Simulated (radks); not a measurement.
Valence configurations of Gd3+ (all share [Xe]). Method: scalar-relativistic Kohn-Sham, r2SCAN, spin-unpolarised, spherical densities, finite nucleus; meta-GGA in the generalised Kohn-Sham scheme; Fermi nuclear charge, rms radius 5.1569 fm; computed with a radial shooting solver on a logarithmic mesh with Libxc functionals. Order these by energy: 4f6.5 6s0.5; 4f6.5 6p0.5; 4f6 6s1; 4f5 6s2; 4f6 6p1; 4f3 6s2 6p2; 4f5 6p2; 4f6 5d1; 4f7.

Answer. From the lowest, in eV above it: 4f7 0.000; 4f6.5 6s0.5 6.913; 4f6.5 6p0.5 9.526; 4f6 5d1 11.819; 4f6 6s1 15.628; 4f6 6p1 21.167; 4f5 6s2 39.430; 4f5 6p2 51.803; 4f3 6s2 6p2 131.86. NIST lists [Xe] 4f7 as the ground configuration; this level of theory agrees among the configurations tried. The energies are those of spherical spin-averaged densities, not of single terms.
